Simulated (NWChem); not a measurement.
C₃H₇Cl; SMILES CC(C)Cl

Program: NWChem. Pople sets run with spherical d functions. B3LYP is NWChem's, with the RPA form of VWN correlation. Each level has its own optimisation; frequencies are unscaled. Brackets give each atom's bonded neighbours.

```json
[
 {"level": "Hartree-Fock/3-21G", "r C–C (Å)": "1.521", "r C–Cl (Å)": "1.913", "r C–H [C(CCClH)–H(C)] (Å)": "1.075", "highest harmonic frequency (cm⁻¹)": "3339", "lowest (cm⁻¹)": "263", "zero-point energy (kcal/mol)": "63.7", "dipole (D)": "3.29"},
 {"level": "B3LYP/6-31G*", "r C–C (Å)": "1.523", "r C–Cl (Å)": "1.841", "r C–H [C(CCClH)–H(C)] (Å)": "1.093", "highest harmonic frequency (cm⁻¹)": "3149", "lowest (cm⁻¹)": "245", "zero-point energy (kcal/mol)": "59.8", "dipole (D)": "2.37"},
 {"level": "Hartree-Fock/STO-3G", "r C–C (Å)": "1.542", "r C–Cl (Å)": "1.830", "r C–H [C(CCClH)–H(C)] (Å)": "1.092", "highest harmonic frequency (cm⁻¹)": "3768", "lowest (cm⁻¹)": "238", "zero-point energy (kcal/mol)": "70.8", "dipole (D)": "2.68"},
 {"level": "B3LYP/3-21G", "r C–C (Å)": "1.523", "r C–Cl (Å)": "1.930", "r C–H [C(CCClH)–H(C)] (Å)": "1.090", "highest harmonic frequency (cm⁻¹)": "3164", "lowest (cm⁻¹)": "248", "zero-point energy (kcal/mol)": "60.1", "dipole (D)": "2.93"},
 {"level": "PBE0/def2-SVP", "r C–C (Å)": "1.514", "r C–Cl (Å)": "1.811", "r C–H [C(CCClH)–H(C)] (Å)": "1.100", "highest harmonic frequency (cm⁻¹)": "3175", "lowest (cm⁻¹)": "250", "zero-point energy (kcal/mol)": "59.5", "dipole (D)": "2.04"}
]
```
